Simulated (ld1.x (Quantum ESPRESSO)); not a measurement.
# iron (Fe): variants of one RRKJ potential

Base potential:

- Element: iron (Fe)
- Generator: ld1.x (Quantum ESPRESSO) 7.5
- Type: norm-conserving RRKJ (Kleinman–Bylander form)
- Functional: LDA (PZ)
- Relativity: scalar-relativistic
- Frozen core: [Ar]
- Valence charge: 8
- Reference configuration: 3d6 4s1.75 4p0.25
- Partial waves: 4s (bound): rc 2.10 bohr; 3d (bound): rc 1.65 bohr; 4p (bound): rc 2.75 bohr
- Local potential: the p channel
- Core correction: Bessel-smoothed model core inside 1.15 bohr
- rho0: 0.001

All-electron outer shells of the reference configuration (LDA (PZ), scalar-relativistic, ld1.x):

| shell | level (eV) | outermost node (bohr) | outermost maximum (bohr) |
| --- | --- | --- | --- |
| 3s | -93.97 | 0.33 | 0.70 |
| 3p | -60.39 | 0.30 | 0.72 |
| 3d | -8.19 | – | 0.71 |
| 4s | -5.78 | 1.01 | 2.38 |
| 4p | -1.67 | 1.10 | 3.25 |

Cutoffs, loose and tight: the cutoffs (Ry, on a coarse ladder) from which the occupation-weighted sum of valence levels, in a spherical-Bessel basis at the reference potential, stays within 10 and 1 mRy of its value at 400 Ry. They do not see the model core or the augmentation charge, which bear on the density cutoff. Test errors are all-electron minus pseudo excitation energies from the reference, over the configurations 3d6 4s2 4p0; 3d6 4s1 4p0; 3d6 4s0 4p0; 3d5 4s0 4p0; 3d6 4s0 4p2; 3d7 4s0 4p0; 3d6.5 4s1.5 4p0 (two spin-polarised tests are not counted in the largest error). A dash means not determined; rows that change the core or the reference have their own tests. The largest error is taken over the tests solved by every variant that gives reliable tests at all: 3d5 4s0 4p0; 3d6 4s0 4p0; 3d6 4s1 4p0; 3d6 4s2 4p0; 3d6.5 4s1.5 4p0; 3d7 4s0 4p0.

A true bound ghost makes a file unfit for plane-wave use even where its test errors are small: the radial tests pick states by their node count and pass the ghost by. Where a test does run into it, the solver fails or the error is huge.

On the changes marked as counting shells twice: ld1.x takes every shell without a wave as core, so the model core holds the marked electrons as well and exchange and correlation see them twice. This cancels in the reference configuration, but the file is broken for other ones, and its errors say nothing about a proper core correction.

| change | outcome | cutoff, loose | cutoff, tight | bound ghosts | largest test error (meV) |
| --- | --- | --- | --- | --- | --- |
| base | generated | 70 Ry | 100 Ry | s | -429 |
| local potential the d channel | generated | 100 Ry | 160 Ry | s, p | -250 |
| functional PBE | generated | 70 Ry | 100 Ry | s | -430 |
| reference 3d6 4s2 4p0 | generated | 70 Ry | 100 Ry | s | -1548 over the solved tests; 1 of 9 tests not solved or not reliable |
| wave 4s (bound): rc 2.10 bohr becomes 4s (bound): rc 2.52 bohr | generated | 70 Ry | 100 Ry | s | -425 |
| wave 4p (bound): rc 2.75 bohr becomes 4p (bound): rc 2.44 bohr | generated | 70 Ry | 100 Ry | s | -430 |
| core correction Bessel-smoothed model core inside 1.70 bohr | generated | 70 Ry | 100 Ry | s | -410 |
| core [Ne], valence charge 16; reference 3s2 3p6 3d6 4s2 4p0; waves now 3s (bound): rc 1.00 bohr; 3d (bound): rc 1.60 bohr; 3p (bound): rc 1.15 bohr; core correction none | generated | 120 Ry | 140 Ry | none | -303 |
| all radii but the core radius scaled by about 1.28 (s 2.70, p 3.52, d 2.12 bohr) | generated | 40 Ry | 60 Ry | s | no test is counted, since the test run did not reproduce the reference configuration |
| functional PBEsol | generated | 70 Ry | 100 Ry | s | -441 |
| core [Ne], valence charge 16; reference 3s2 3p6 3d6 4s2 4p0; waves now 3p (bound): rc 1.10 bohr; 3d (bound): rc 1.20 bohr; 3s (bound): rc 0.95 bohr; local potential the s channel; core correction a·sin(br)/r model core inside 0.65 bohr (4s counted twice) | generated | 160 Ry | 260 Ry | none | -1697 |

Task: What comes out with this change to the base: type PAW; waves now 4s (bound): rcut 1.85, rcutus 2.10 bohr; 4s channel at 0.15 Ry: rcut 1.85, rcutus 2.10 bohr; 4p (bound): rcut 2.40, rcutus 2.75 bohr; 4p channel at 2.3 Ry: rcut 2.40, rcutus 2.75 bohr; 3d (bound): rcut 1.45, rcutus 1.65 bohr; 3d channel at 0.25 Ry: rcut 1.45, rcutus 1.65 bohr; local potential all-electron potential smoothed inside 1.30 bohr (lloc = -1); augmentation BESSEL, radius 1.50 bohr; rho0 0?

Result: outcome: generated; cutoff, loose: 40 Ry; cutoff, tight: 70 Ry; bound ghosts: s; largest test error (meV): -298.

Task: What comes out with this change to the base: wave 3d (bound): rc 1.65 bohr becomes 3d (bound): rc 1.50 bohr?

Result: outcome: generated; cutoff, loose: 80 Ry; cutoff, tight: 110 Ry; bound ghosts: s; largest test error (meV): -463.
